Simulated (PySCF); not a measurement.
Isomers of C6H11ClOSi. Theory: PBE0-D3(BJ)/def2-SVP geometry optimisation, gas phase (PySCF). Energies are electronic, without zero-point or thermal terms, for one conformer each. No frequencies were run at this level. Point groups hold within 0.08 Å.

Question: Rank from lowest to highest electronic energy at this level (kcal/mol).
A. `[CH2:1]=[CH:2][CH2:3][C@@H:4]1[CH2:5][CH2:6][O:7][Si@H:8]1[Cl:9]` with C1–C2–C3–C4 121°, C2–C3–C4–C5 -179°, C3–C4–C5–C6 -162°, C4–C5–C6–O7 43°, C5–C6–O7–Si8 -29°, C6–O7–Si8–Cl9 -111°
B. `[CH2:1]=[CH:2][CH2:3][C@@H:4]1[SiH2:5][O:6][CH2:7][C@@H:8]1[Cl:9]` with C1–C2–C3–C4 -117°, C2–C3–C4–Si5 -57°, C3–C4–Si5–O6 -153°, C4–Si5–O6–C7 1°, Si5–O6–C7–C8 23°, O6–C7–C8–Cl9 77°
C. `[CH3:1][CH2:2][O:3][Si:4]1([Cl:5])[CH2:6][CH:7]=[CH:8][CH2:9]1` with C1–C2–O3–Si4 169°, C2–O3–Si4–Cl5 -56°
D. `[CH2:1]=[CH:2][CH2:3][C@@H:4]1[SiH2:5][O:6][CH2:7][C@H:8]1[Cl:9]` with C1–C2–C3–C4 114°, C2–C3–C4–Si5 -63°, C3–C4–Si5–O6 -145°, C4–Si5–O6–C7 -3°, Si5–O6–C7–C8 27°, O6–C7–C8–Cl9 -168°

Answer: C (0.0), A (15.4), D (52.8), B (53.8).

Neighbours under 2.5 kcal/mol apart (C=CC[C@@H]1[SiH2]OC[C@H]1Cl and C=CC[C@@H]1[SiH2]OC[C@@H]1Cl) can change places with a better method, another conformer or zero-point energy. C=CC[C@@H]1[SiH2]OC[C@H]1Cl and C=CC[C@@H]1[SiH2]OC[C@@H]1Cl are stereoisomers, 1.0 kcal/mol apart in the conformers taken.

```
                      SMILES       E (Eh)  E rel (kcal/mol)  dipole (D)  point group       A, B, C (MHz)
          CCO[Si]1(Cl)CC=CC1  -1059.19021               0.0        1.45           C1  1560, 827.2, 666.6
     C=CC[C@@H]1CCO[Si@H]1Cl  -1059.16559              15.4        2.67           C1  1422, 900.6, 600.3
 C=CC[C@@H]1[SiH2]OC[C@H]1Cl  -1059.10615              52.8        1.23           C1  1492, 864.7, 573.2
C=CC[C@@H]1[SiH2]OC[C@@H]1Cl  -1059.10454              53.8        2.28           C1  1729, 810.0, 644.2
```

How do the relative energies change in single points at PBE/pcSseg-1 (no added dispersion term) on the same geometries?

| SMILES | PBE0-D3(BJ)/def2-SVP (kcal/mol) | PBE/pcSseg-1 (kcal/mol) | shift |
| --- | --- | --- | --- |
| CCO[Si]1(Cl)CC=CC1 | 0.0 | 0.0 | 0.0 |
| C=CC[C@@H]1CCO[Si@H]1Cl | 15.4 | 15.8 | +0.4 |
| C=CC[C@@H]1[SiH2]OC[C@H]1Cl | 52.8 | 51.8 | -1.0 |
| C=CC[C@@H]1[SiH2]OC[C@@H]1Cl | 53.8 | 53.6 | -0.2 |

Each column counts from its own lowest isomer. The order is unchanged; the largest shift is 1.0 kcal/mol.
